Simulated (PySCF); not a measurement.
Compound: C2H7FOSi.
Z-matrix (Å and degrees, PBE0-D3(BJ)/def2-SVP geometry), rows numbered from 1:
```
C 
C   1  1.5092
O   2  1.4129  1  109.43
Si  3  1.6434  2  125.75  1   166.74
F   4  1.6232  3  110.34  2    68.52
H   1  1.0998  2  110.39  3    59.74
H   1  1.1003  2  110.66  3   179.90
H   1  1.1001  2  110.53  3   -59.79
H   2  1.1049  1  110.36  3  -120.63
H   2  1.1073  1  110.30  3   121.38
H   4  1.4892  3  110.84  2   -48.94
H   4  1.4803  3  106.88  2  -173.66
```

Level: PBE0/pcSseg-1 and CAM-B3LYP/def2-SVPD in PySCF, non-relativistic, on one gas-phase PBE0-D3(BJ)/def2-SVP geometry that isn't relaxed in the solvent. The solvent is an IEF-PCM continuum (van der Waals radii × 1.2). Specific hydrogen bonds and non-electrostatic terms are outside this model.

Gas phase at PBE0/pcSseg-1: HOMO -8.57 eV, LUMO 1.03 eV, dipole 1.73 D.

Q: What does the continuum do to the energy, the frontier levels and the dipole at PBE0/pcSseg-1 in water?

A: 
| solvent | ε | E(solvent) − E(gas) (kcal/mol) | polarisation term (kcal/mol) | distortion of the solute (kcal/mol) | HOMO (eV) | LUMO (eV) | dipole (D) |
| --- | --- | --- | --- | --- | --- | --- | --- |
| water | 78.36 | -3.07 | -3.41 | 0.34 | -8.45 | 1.05 | 2.08 |

The polarisation term is half the interaction of the solute with the surface charges that it induces; the rest is the cost of distorting the solute's density. The sum is the electrostatic part of solvation alone.

Q: Which radius a makes the point-dipole formula ΔE = −[(ε − 1)/(2ε + 1)]·μ²/a³ give the value in water, with the gas-phase dipole?

A: μ = 0.682 au and |ΔE| = 0.00489 Eh give a = 1.90 Å; the farthest nucleus lies 3.15 Å from the centroid of the nuclei, so such a sphere wouldn't even hold the nuclei. The formula assumes a rigid point dipole at the centre of a sphere.

Q: Which IAO charges (PBE0/pcSseg-1) respond most in water (means over atoms taken as equivalent)?

A: 
| atoms | environment | gas (e) | solvent (e) | change |
| --- | --- | --- | --- | --- |
| O3 | silyl ether oxygen | -0.639 | -0.651 | -0.012 |
| F5 | silicon-bound fluorine | -0.537 | -0.548 | -0.011 |
| H9/H10 | methylene hydrogen | +0.125 | +0.133 | +0.008 |
| H11/H12 | Si–H hydrogen | -0.157 | -0.151 | +0.006 |
| C1 | methyl carbon | -0.414 | -0.419 | -0.005 |
| C2 | sp3 carbon bound to oxygen | -0.036 | -0.040 | -0.004 |

Gas phase at CAM-B3LYP/def2-SVPD: HOMO -10.07 eV, LUMO 1.24 eV, dipole 1.76 D.

Q: What does the continuum do to the energy, the frontier levels and the dipole at CAM-B3LYP/def2-SVPD in water?

A: 
```json
{"solvent": "water", "ε": "78.36", "E(solvent) − E(gas) (kcal/mol)": "-3.02", "polarisation term (kcal/mol)": "-3.44", "distortion of the solute (kcal/mol)": "0.42", "HOMO (eV)": "-9.93", "LUMO (eV)": "1.26", "dipole (D)": "2.17"}
```

The atom shares or the degeneracy of the LUMO differ from the gas phase in water, so that column needn't follow one orbital.

Q: How does the static polarisability (CAM-B3LYP/def2-SVPD, frozen core, with the continuum's full static response) change?

A: 
```csv
medium,isotropic (au),principal values (au),⟨r²⟩ of the electrons (bohr²)
gas,54.9,"49.4, 51.9, 63.4",719.0
water,70.0,"65.1, 69.3, 75.6",718.6
```

The isotropic value in water is 1.27 times the gas-phase one; no cavity-field correction is applied. ⟨r²⟩ is taken about the centre of nuclear charge.

Time: 18 s of wall time; peak memory 0.65 GiB. Hardware: Arm Neoverse N1, one thread, no GPU, shared host with 64 logical CPUs at a one-minute load of 59. This is the whole shielding run at PBE0/pcSseg-1 in water, SCF included.
